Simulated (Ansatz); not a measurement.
Ansatz (a first-principles code) input (CCSD(T)/cc-pVTZ):

Ansatz 0.2 input:
```yaml
crystal:
  periodic: [false, false, false]
  atoms:
    - {symbol: C, position_ang: [-2.53984041, -0.12566073, -0.68907095]}
    - {symbol: C, position_ang: [-1.30014304, -0.23670228, 0.10983297]}
    - {symbol: C, position_ang: [-0.78000917, 1.10848590, 0.67983784]}
    - {symbol: C, position_ang: [0.75619431, 0.96514235, 0.80314120]}
    - {symbol: C, position_ang: [1.10673715, -0.43752812, 0.26002583]}
    - {symbol: C, position_ang: [2.47646885, -0.52538300, -0.39763931]}
    - {symbol: C, position_ang: [-0.06805458, -0.76689932, -0.66420078]}
    - {symbol: H, position_ang: [-2.63963634, 0.66173984, -1.42638954]}
    - {symbol: H, position_ang: [-3.31571057, -0.87707109, -0.64683730]}
    - {symbol: H, position_ang: [-1.47149061, -0.92680227, 0.94277014]}
    - {symbol: H, position_ang: [-1.26308971, 1.34696339, 1.62747961]}
    - {symbol: H, position_ang: [-1.03437184, 1.91333006, -0.01313685]}
    - {symbol: H, position_ang: [1.10630427, 1.09518372, 1.82803948]}
    - {symbol: H, position_ang: [1.25819203, 1.72677367, 0.20159188]}
    - {symbol: H, position_ang: [1.07674826, -1.14686645, 1.09486410]}
    - {symbol: H, position_ang: [3.27090902, -0.26085300, 0.30410321]}
    - {symbol: H, position_ang: [2.54064382, 0.16040029, -1.24676827]}
    - {symbol: H, position_ang: [2.67941683, -1.53367949, -0.76523731]}
    - {symbol: H, position_ang: [0.03200821, -0.21958041, -1.60798361]}
    - {symbol: H, position_ang: [-0.14804178, -1.82826708, -0.90405644]}
basis:
  gaussian:
    orbitals: cc-pVTZ
magnetization: {spin_polarized: true, initial_magnetization: 1}
correlation: {method: ccsd_t, electrons: outside_noble_gas}
```

End of the output:

```
integrals: 9.97 GiB planned
2203 factors; integrals over basis functions are off by at most 8.7e-4 eV
2.93 GiB of device memory are held for the factors and their scratch space
mean field: 2.93 GiB planned
mean field evaluation 1: about -7414.8074 eV, gradient 3.0e1 eV
mean field evaluation 2: about -7414.8055 eV, gradient 3.0e1 eV
mean field evaluation 4: about -7420.2589 eV, gradient 4.4e0 eV
mean field evaluation 8: about -7420.4013 eV, gradient 1.9e-1 eV
mean field evaluation 16: about -7420.3969 eV, gradient 1.0e0 eV
mean field -7420.40200493 eV, -272.6947439522 hartree, gradient 1.9e-6 eV, S^2 0.763526; 0 other end points of the search recorded, 0 dependent functions left out
7 core orbitals not correlated
reference -7420.40200493 eV, -272.6947439522 hartree; 21, 20 occupied and 364, 365 virtual orbitals, 2203 factors
second order -32.13145264 eV of doubles, -0.00000000 eV of singles
coupled cluster: 39.54 GiB planned
cycle   1  -33.14357908 eV  change    -1.0e0 eV  update   1.1e-1
cycle   2  -33.91420594 eV  change   -7.7e-1 eV  update   3.1e-2
cycle   3  -34.04945410 eV  change   -1.4e-1 eV  update   1.4e-2
cycle   4  -34.04801207 eV  change    1.4e-3 eV  update   4.3e-3
cycle   5  -34.04834662 eV  change   -3.3e-4 eV  update   2.3e-3
cycle   6  -34.04870615 eV  change   -3.6e-4 eV  update   8.7e-4
cycle   7  -34.04858308 eV  change    1.2e-4 eV  update   3.4e-4
cycle   8  -34.04862310 eV  change   -4.0e-5 eV  update   1.2e-4
cycle   9  -34.04861813 eV  change    5.0e-6 eV  update   4.0e-5
perturbative correction -1.41180014 eV, -0.0518826983 hartree
Total energy: -7455.86242321 eV, -273.9978902879 hartree
```

It need not be the lowest isomer of its formula.
